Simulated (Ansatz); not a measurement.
C₁₀H₁₀Cl₂W (`[Cl][W]12345678([Cl])([C@H]9[C@@H]1[C@@H]2[C@@H]3[C@H]94)[C@H]1[C@@H]5[C@@H]6[C@@H]7[C@H]18`), 23 atoms. The species carries charge 0 and has multiplicity 1. Correlated methods include outer-core shells of W, which these sets cover unevenly. W takes the def2 core potential. Hardware: A = 11 threads of an AMD EPYC 7R13 on a shared host and a whole NVIDIA H100 80 GB; B = 11 threads of an AMD EPYC 7R13 on a shared host. Correlated methods freeze the cores.

Q: How many basis functions does each run have, and how long does it take in Ansatz? RKS LC-ωPBE/def2-TZVPP energy [A]; RKS PBE0-D4/def2-QZVPP energy [A]; RHF-CCSD(T)/def2-TZVPP energy [A]; RHF-MP2/def2-QZVPP energy [A]; RKS ωB97M-V/def2-SVP energy [B]; RKS PBE-D4/def2-TZVPP energy and forces [A]; RKS PBE0-D4/def2-SVP energy [B]; RKS ωB97M-V/def2-QZVPP energy [A]; RKS HSE06 (plane-wave form)-D4/def2-TZVPP energy [A]; RKS BHLYP-D4/def2-TZVPP energy [A]; RHF-CCSD(T)/def2-SVP energy [A]; direct RPA on PBE orbitals/def2-TZVPP energy [A]. (Best estimate.)

A: Computed: Other jobs shared the machine, so times are rough.

```tsv
level	job	functions	wall time	peak host memory (GiB)
RKS PBE-D4/def2-TZVPP	energy and forces [A]	590	2.7 s	1.2
RKS BHLYP-D4/def2-TZVPP	energy [A]	590	2.7 s	1.2
RKS LC-ωPBE/def2-TZVPP	energy [A]	590	2.7 s	1.3
RKS HSE06 (plane-wave form)-D4/def2-TZVPP	energy [A]	590	2.8 s	1.3
RKS PBE0-D4/def2-SVP	energy [B]	258	4.3 s	1.8
RKS PBE0-D4/def2-QZVPP	energy [A]	1091	4.5 s	1.8
direct RPA on PBE orbitals/def2-TZVPP	energy [A]	590	4.7 s	4.2
RHF-CCSD(T)/def2-SVP	energy [A]	258	7 s	1.5
RKS ωB97M-V/def2-QZVPP	energy [A]	1091	7.5 s	2
RHF-MP2/def2-QZVPP	energy [A]	1091	8.5 s	2
RKS ωB97M-V/def2-SVP	energy [B]	258	12 s	2.2
RHF-CCSD(T)/def2-TZVPP	energy [A]	590	98 s	4
```

LC-ωPBE has ω = 0.4 bohr⁻¹.
